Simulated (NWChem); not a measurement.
CH9AlO2Si2; SMILES [CH3][Al]([O][SiH3])[O][SiH3]

```xyz
15

Al     0.9565    -0.0182    -0.0215
C      2.9040     0.0077    -0.0651
H      3.3004     1.0280    -0.0883
H      3.2829    -0.5263    -0.9449
H      3.3196    -0.4976     0.8154
O      0.1209    -1.5046    -0.0567
Si    -1.0306    -2.6755    -0.0687
H     -1.0261    -3.3947    -1.3722
H     -2.3911    -2.1043     0.1407
H     -0.7723    -3.6632     1.0150
O      0.0507     1.4231     0.0544
Si    -1.0177     2.6662     0.1313
H     -2.1236     2.4832    -0.8495
H     -0.3363     3.9540    -0.1764
H     -1.6115     2.7675     1.4932
```
Atoms are numbered in this order, from 1.

The geometry was optimised at B3LYP/6-31G* (spherical d).

Question: Give the principal values of the shielding tensors (ppm) of Al1, C2, O6, Si7, O11 from B3LYP/6-311G** (spherical d), GIAO (NWChem), with their diamagnetic and paramagnetic parts as GIAO splits them.

Answer: 
| atom | σ11 | σ22 | σ33 | isotropic | diamagnetic | paramagnetic |
|---|---|---|---|---|---|---|
| Al1 | 391.4 | 412.1 | 528.5 | 444.0 | 797.8 | -353.8 |
| C2 | 196.9 | 198.4 | 209.9 | 201.7 | 249.3 | -47.6 |
| O6 | 280.1 | 298.1 | 312.1 | 296.8 | 395.5 | -98.7 |
| Si7 | 346.8 | 350.9 | 472.5 | 390.1 | 879.4 | -489.3 |
| O11 | 271.9 | 301.4 | 314.7 | 296.0 | 395.5 | -99.5 |
